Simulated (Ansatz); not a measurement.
Total energies of C₂H₅ClSi, SMILES `[SiH3]/C=C/Cl`.

Cartesian coordinates in Å:
```
Si 1.288 -0.409 -0.037
C -0.570 -0.384 -0.043
C -1.240 0.754 0.073
Cl -2.960 0.864 0.077
H 1.782 0.985 0.111
H 1.795 -1.238 1.088
H 1.806 -0.988 -1.304
H -1.132 -1.308 -0.143
H -0.769 1.725 0.178
```

The species carries charge 0 and has multiplicity 1. The structure was optimised at the PBE0-D4/def2-TZVP level. Basis def2-TZVPP, Ansatz 0.2.0.

RPA on PBE orbitals: Hartree–Fock energy of these orbitals -827.05647 Eh, correlation -1.10092 Eh (frozen core).

```json
{"functional": "LDA (SPW92)", "energy without D4 (Eh)": "-825.53430", "D4 term (kJ/mol)": "–"}
{"functional": "r2SCAN", "energy without D4 (Eh)": "-828.82944", "D4 term (kJ/mol)": "-4.5"}
{"functional": "B97M-V", "energy without D4 (Eh)": "-828.74585", "D4 term (kJ/mol)": "–"}
{"functional": "PBE0", "energy without D4 (Eh)": "-828.56325", "D4 term (kJ/mol)": "-15.5"}
{"functional": "B3LYP", "energy without D4 (Eh)": "-828.97979", "D4 term (kJ/mol)": "-29.7"}
{"functional": "r2SCAN0", "energy without D4 (Eh)": "-828.81362", "D4 term (kJ/mol)": "-5.3"}
{"functional": "BHLYP", "energy without D4 (Eh)": "-828.88649", "D4 term (kJ/mol)": "-22.5"}
{"functional": "ωB97M-V", "energy without D4 (Eh)": "-828.84753", "D4 term (kJ/mol)": "–"}
{"functional": "B2PLYP", "energy without D4 (Eh)": "-828.61173", "D4 term (kJ/mol)": "–"}
{"functional": "PBE-QIDH", "energy without D4 (Eh)": "-828.38153", "D4 term (kJ/mol)": "–"}
```

Task: Give the same for PBE, revPBE, BLYP, r2SCANh, HSE06 (plane-wave form), CAM-B3LYP, LC-ωPBE, ωB97X-V. (Estimate.)

Result: The calculation gave: 
```csv
functional,energy without D4 (Eh),D4 term (kJ/mol)
PBE,-828.48728,-18.3
revPBE,-828.76985,-56.8
BLYP,-828.89083,-40.7
r2SCANh,-828.82272,-4.8
HSE06 (plane-wave form),-828.54406,-14.4
CAM-B3LYP,-828.90941,-15.7
LC-ωPBE,-828.66298,–
ωB97X-V,-828.79906,–
```

B3LYP takes the VWN-RPA correlation (the form of Gaussian; ORCA's B3LYP/G). HSE06 is the plane-wave form, built on full-range PBE exchange. The double hybrids freeze the cores in their second-order part.

LC-ωPBE has ω = 0.4 bohr⁻¹.
